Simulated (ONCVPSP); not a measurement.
# Building the ONCV potential for Tc (Z = 43) (PBEsol, scalar-relativistic).

Input for ONCVPSP 4.0.1:

```
# ATOM AND REFERENCE CONFIGURATION
# atsym  z   nc   nv     iexc    psfile
  Tc 43.00    6    4  -116133      upf
#
#   n    l    f
    1    0    2.00
    2    0    2.00
    2    1    6.00
    3    0    2.00
    3    1    6.00
    3    2   10.00
    4    0    2.00
    4    1    6.00
    4    2    5.00
    5    0    1.75
#
# PSEUDOPOTENTIAL AND OPTIMIZATION
# lmax
    2
#
#   l,   rc,      ep,       ncon, nbas, qcut
    0    1.75    0.00    4    7    8.30
    1    1.20    0.00    4    8    7.10
    2    1.85    0.00    3    8    7.60
#
# LOCAL POTENTIAL
# lloc, lpopt,  rc(5),   dvloc0
    4    5    1.05    4.00
#
# VANDERBILT-KLEINMAN-BYLANDER PROJECTORs
# l, nproj, debl
    0    2    1.90
    1    2    3.60
    2    3    2.80
#
# MODEL CORE CHARGE
# icmod, fcfact, rcfact
    0    0.00    0.00
#
# LOG DERIVATIVE ANALYSIS
# epsh1, epsh2, depsh
   -4.00    5.00    0.02
#
# OUTPUT GRID
# rlmax, drl
    6.00    0.01
#
# TEST CONFIGURATIONS
# ncnf
    4
# nvcnf
#   n    l    f
    4
    4    0    2.00
    4    1    6.00
    4    2    5.00
    5    0    2.00
#
    4
    4    0    2.00
    4    1    6.00
    4    2    5.00
    5    0    1.00
#
    4
    4    0    2.00
    4    1    6.00
    4    2    5.00
    5    0    0.00
#
    4
    4    0    2.00
    4    1    6.00
    4    2    6.00
    5    0    1.00
#
```

Command:

```bash
oncvpsp.x < Tc.dat > Tc.out
```

The program printed (shortened: citation, most of the input echo, consistency checks and plot data are left out):

```
ONCVPSP  (Optimized Norm-Conservinng Vanderbilt PSeudopotential)
scalar-relativistic version 4.0.1

#   n    l    f        energy (Ha)
    1    0    2.00    -7.6650882E+02
    2    0    2.00    -1.0942222E+02
    2    1    6.00    -9.7957947E+01
    3    0    2.00    -1.9104059E+01
    3    1    6.00    -1.5341547E+01
    3    2   10.00    -9.2480117E+00
    4    0    2.00    -2.7597101E+00
    4    1    6.00    -1.7303083E+00
    4    2    5.00    -3.0972293E-01
    5    0    1.75    -2.4254227E-01

Reference configufation results
  iterations    24
  all-electron total energy (Ha)   -4.28328954D+03

Begin loop to  construct optimized pseudo wave functions
and semi-local pseudopoentials for all angular momenta

Calculating optimized projector #   1

 for l=   0

    Fraction of norm inside rc  0.955283
    Optimizing pswf for qcut=   8.30 a_B^-1,  ecut=  34.45 Ha
    Residual kinetic energy error=  1.66D-07 Ha

    Energy error per electron        Cutoff
         Ha          eV             Ha
         0.01000     0.27211       15.77
         0.00100     0.02721       21.03
         0.00010     0.00272       25.14
         0.00001     0.00027       28.37

Calculating optimized projector #   2

 for l=   0

    Fraction of norm inside rc  0.066564
    Optimizing pswf for qcut=   8.30 a_B^-1,  ecut=  34.45 Ha
    Residual kinetic energy error=  1.15D-07 Ha

    Energy error per electron        Cutoff
         Ha          eV             Ha
         0.01000     0.27211       12.29
         0.00100     0.02721       19.24
         0.00010     0.00272       24.46
         0.00001     0.00027       28.33

   Wellstate for l =  1  n =  6
     eigenvalue =   1.8697
     asymptotic potential =   2.3697
     half-point radius =  3.2380

Calculating optimized projector #   1

 for l=   1

    Fraction of norm inside rc  0.571602
    Optimizing pswf for qcut=   7.11 a_B^-1,  ecut=  25.30 Ha
    Residual kinetic energy error=  2.94D-03 Ha

    Energy error per electron        Cutoff
         Ha          eV             Ha
         0.01000     0.27211       19.24
         0.00100     0.02721       48.93
         0.00010     0.00272      134.23
         0.00001     0.00027      156.26

Calculating optimized projector #   2

 for l=   1

    Fraction of norm inside rc  0.055271
    Optimizing pswf for qcut=   7.11 a_B^-1,  ecut=  25.30 Ha
    Residual kinetic energy error=  1.41D-03 Ha

    Energy error per electron        Cutoff
         Ha          eV             Ha
         0.01000     0.27211       10.58
         0.00100     0.02721       26.69
         0.00010     0.00272       58.61
         0.00001     0.00027      136.00

   Wellstate for l =  2  n =  6
     eigenvalue =   2.4903
     asymptotic potential =   2.9903
     half-point radius =  3.4234

   Wellstate for l =  2  n =  7
     eigenvalue =   5.2903
     asymptotic potential =   5.7903
     half-point radius =  3.2181

Calculating optimized projector #   1

 for l=   2

    Fraction of norm inside rc  0.653979
    Optimizing pswf for qcut=   7.59 a_B^-1,  ecut=  28.83 Ha
    Residual kinetic energy error=  8.61D-07 Ha

    Energy error per electron        Cutoff
         Ha          eV             Ha
         0.01000     0.27211       15.38
         0.00100     0.02721       19.73
         0.00010     0.00272       23.25
         0.00001     0.00027       25.96

Calculating optimized projector #   2

 for l=   2

    Fraction of norm inside rc  0.136652
    Optimizing pswf for qcut=   7.59 a_B^-1,  ecut=  28.83 Ha
    Residual kinetic energy error=  7.71D-06 Ha

    Energy error per electron        Cutoff
         Ha          eV             Ha
         0.01000     0.27211       17.34
         0.00100     0.02721       21.90
         0.00010     0.00272       25.33
         0.00001     0.00027       28.84

Calculating optimized projector #   3

 for l=   2

    Fraction of norm inside rc  0.145328
    Optimizing pswf for qcut=   7.59 a_B^-1,  ecut=  28.83 Ha
    Residual kinetic energy error=  7.34D-05 Ha

    Energy error per electron        Cutoff
         Ha          eV             Ha
         0.01000     0.27211       20.82
         0.00100     0.02721       25.18
         0.00010     0.00272       28.61
         0.00001     0.00027       37.81

Construct Vanderbilt / Kleinmman-Bylander projectors

B matrix Hermiticity error, ll=   0
   1   2    2.5432E-04

  Orthonormal projector coefficients  1.1243E+01  1.6445E+00

B matrix Hermiticity error, ll=   1
   1   2   -4.5195E-04

  Orthonormal projector coefficients  8.4552E+00  1.7936E+00

B matrix Hermiticity error, ll=   2
   1   2   -2.4184E-04
   1   3    3.1496E-04
   2   3    2.2161E-04

  Orthonormal projector coefficients -6.5150E+00  1.5264E+00 -6.1267E-01

Pseudoatom total energy  -80.419689

Diagnostic tests using Vanderbilt-Kleinman-Bylander pseudopotentials
  1 or more projectors used as specified by nproj input data

   l    rcore       rmatch      e in        delta e   norm test  slope test

   0   1.7509636   1.8041267  -2.7597101   0.0000022   1.0001622   1.0001514
   0   1.7509636   1.8041267  -0.2425423   0.0000033   1.0000338   1.0000271

   1   1.2011696   1.2376397  -1.7303083  -0.0000243   1.0001395   1.0001823
   1   1.2011696   1.2376397   1.8696917   0.0000089   1.0004949   1.0004949

   2   1.8589039   1.9153442  -0.3097229  -0.0000155   1.0000477   1.0000146
   2   1.8589039   1.9153442   2.4902771  -0.0000476   1.0003616   1.0003616
   2   1.8589039   1.9153442   5.2902771  -0.0000194   1.0002223   1.0002223

 Testing for bound ghosts
   n   l    E NL Schr. Eq   E Basis Diag.   E Cutoff

   1   0       -2.759708       -2.759669     62.15
   2   0       -0.242539       -0.198636     62.15

   2   1       -1.730333       -1.729119    209.29

   3   2       -0.309738       -0.307895    128.24

 Testing for highly-localized positive-energy ghosts
       l    <radius>/rc     E Basis Diag.   E Cutoff

       0        0.722787        7.577014     62.15  WARNING - GHOST(+)

Test configuration 0

   n   l     f        eae           eps        diff
   1   0  2.0000 -766.50882307
   2   0  2.0000 -109.42222425
   2   1  6.0000  -97.95794719
   3   0  2.0000  -19.10405870
   3   1  6.0000  -15.34154716
   3   2 10.0000   -9.24801166
   4   0  2.0000   -2.75971008   -2.75970788    2.20D-06
   4   1  6.0000   -1.73030832   -1.73033264   -2.43D-05
   4   2  5.0000   -0.30972293   -0.30973846   -1.55D-05
   5   0  1.7500   -0.24254227   -0.24253893    3.34D-06

    Total energies and differences
      AE_ref= -4.28328954D+03  AE_tst= -4.28328954D+03  dif=  0.00D+00
      PS_ref= -8.04196889D+01  PS_tst= -8.04196889D+01  dif=  0.00D+00
      PSP excitation error=  0.00D+00

Test configuration 1

   n   l     f        eae           eps        diff
   1   0  2.0000 -766.44335260
   2   0  2.0000 -109.35741242
   2   1  6.0000  -97.89309351
   3   0  2.0000  -19.03907453
   3   1  6.0000  -15.27656580
   3   2 10.0000   -9.18308185
   4   0  2.0000   -2.69432318   -2.69423603    8.72D-05
   4   1  6.0000   -1.66476089   -1.66474213    1.88D-05
   4   2  5.0000   -0.24514191   -0.24515598   -1.41D-05
   5   0  2.0000   -0.18674847   -0.18674408    4.39D-06

    Total energies and differences
      AE_ref= -4.28328954D+03  AE_tst= -4.28334315D+03  dif= -5.36D-02
      PS_ref= -8.04196889D+01  PS_tst= -8.04733077D+01  dif= -5.36D-02
      PSP excitation error=  8.74D-06

Test configuration 2

   n   l     f        eae           eps        diff
   1   0  2.0000 -766.72302414
   2   0  2.0000 -109.63392565
   2   1  6.0000  -98.16980861
   3   0  2.0000  -19.31625936
   3   1  6.0000  -15.55373531
   3   2 10.0000   -9.46001777
   4   0  2.0000   -2.97282263   -2.97316728   -3.45D-04
   4   1  6.0000   -1.94378563   -1.94398451   -1.99D-04
   4   2  5.0000   -0.51876032   -0.51878728   -2.70D-05
   5   0  1.0000   -0.42007012   -0.42008166   -1.15D-05

    Total energies and differences
      AE_ref= -4.28328954D+03  AE_tst= -4.28304194D+03  dif=  2.48D-01
      PS_ref= -8.04196889D+01  PS_tst= -8.01720462D+01  dif=  2.48D-01
      PSP excitation error= -4.31D-05

Test configuration 3

   n   l     f        eae           eps        diff
   1   0  2.0000 -767.04442633
   2   0  2.0000 -109.95079525
   2   1  6.0000  -98.48696843
   3   0  2.0000  -19.63370695
   3   1  6.0000  -15.87115593
   3   2 10.0000   -9.77713789
   4   0  2.0000   -3.29052546   -3.29155620   -1.03D-03
   4   1  6.0000   -2.26147630   -2.26202876   -5.52D-04
   4   2  5.0000   -0.82656679   -0.82664049   -7.37D-05

    Total energies and differences
      AE_ref= -4.28328954D+03  AE_tst= -4.28249655D+03  dif=  7.93D-01
      PS_ref= -8.04196889D+01  PS_tst= -7.96265366D+01  dif=  7.93D-01
      PSP excitation error= -1.63D-04

Test configuration 4

   n   l     f        eae           eps        diff
   1   0  2.0000 -766.32851497
   2   0  2.0000 -109.23473285
   2   1  6.0000  -97.77096990
   3   0  2.0000  -18.91863410
   3   1  6.0000  -15.15610494
   3   2 10.0000   -9.06197710
   4   0  2.0000   -2.58273541   -2.58347561   -7.40D-04
   4   1  6.0000   -1.55856687   -1.55894899   -3.82D-04
   4   2  6.0000   -0.16497196   -0.16497732   -5.36D-06
   5   0  1.0000   -0.15440371   -0.15439330    1.04D-05

    Total energies and differences
      AE_ref= -4.28328954D+03  AE_tst= -4.28337679D+03  dif= -8.73D-02
      PS_ref= -8.04196889D+01  PS_tst= -8.05069112D+01  dif= -8.72D-02
      PSP excitation error= -3.33D-05
```

The run took about 14 s on one core of a shared server CPU.
